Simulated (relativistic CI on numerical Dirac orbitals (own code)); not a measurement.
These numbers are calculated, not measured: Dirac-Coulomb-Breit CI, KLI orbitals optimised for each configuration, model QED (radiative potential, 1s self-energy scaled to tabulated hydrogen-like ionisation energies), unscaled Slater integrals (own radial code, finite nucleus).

Configurations in the expansion (outside the closed core [Ne]): 3s²3p⁶, 3s²3p⁵3d, 3s3p⁶3d, 3s²3p⁵4s, 3s²3p⁵4p, 3s²3p⁵4d, 3p⁶3d4p, 3s3p⁶4s, 3s²3p⁵4f, 3s3p⁶4p, 3s3p⁶4d, 3s3p⁶4f, 3s²3p⁵5s, 3s²3p⁵5p, 3s²3p⁵5d, 3s²3p⁵5f, 3s²3p⁵5g, 3s3p⁶5s, 3s3p⁶5p, 3s3p⁶5d, 3s3p⁶5f, 3p⁶3d², 3p⁵3d³, 3p⁵3d²4s, 3p⁵3d²4p, 3p⁵3d²4d, 3p⁶3d4s, 3p⁵3d4s², 3p⁵3d4s4p, 3p⁵3d4s4d, 3p⁶4s², 3p⁵4s²4p, 3p⁵4s²4d. Double excitations out of closed p, d and f shells are left out; levels of such configurations are missing from the list, as are those of other unlisted configurations, and high levels can miss mixing partners. These lack a partner that the ground configuration has and come out too high: 3s²3p⁵4f, 3s²3p⁵5s, 3s²3p⁵5p, 3s²3p⁵5d, 3s²3p⁵5f.

At this charge energies of transitions that change n are usually good to better than 1 %, and those within a shell (Δn = 0) to a few per cent.

Outline of the computed level scheme of Cs XXXVIII. Lowest level of each configuration: 3s²3p⁶ ¹S0 at 0.000 eV; 3s²3p⁵3d ³P°0 at 160.403 eV; 3s3p⁶3d ³D1 at 393.385 eV; 3p⁶3d² ³F2 at 798.423 eV; 3p⁵3d³ ⁵F°2 at 957.056 eV.

Some strong electric-dipole decays among the lowest 45 levels: 3s²3p⁵3d ¹P°1 → 3s²3p⁶ ¹S0 (1.2e+12 s⁻¹); 3s3p⁶3d ³D2 → 3s²3p⁵3d ³F°3 (3.9e+11 s⁻¹); 3s3p⁶3d ³D3 → 3s²3p⁵3d ³F°4 (3.8e+11 s⁻¹); 3s3p⁶3d ³D1 → 3s²3p⁵3d ³D°2 (2.3e+11 s⁻¹); 3s²3p⁵3d ³D°1 → 3s²3p⁶ ¹S0 (2.3e+11 s⁻¹); 3s3p⁶3d ³D1 → 3s²3p⁵3d ³P°1 (2.1e+11 s⁻¹); 3s3p⁶3d ³D2 → 3s²3p⁵3d ³D°2 (1.3e+11 s⁻¹); 3s3p⁶3d ³D1 → 3s²3p⁵3d ³P°0 (1.1e+11 s⁻¹).

LS names give the leading component of a level, which can be under half, so a name can repeat, a term be missing and a line seem to break the LS rules.
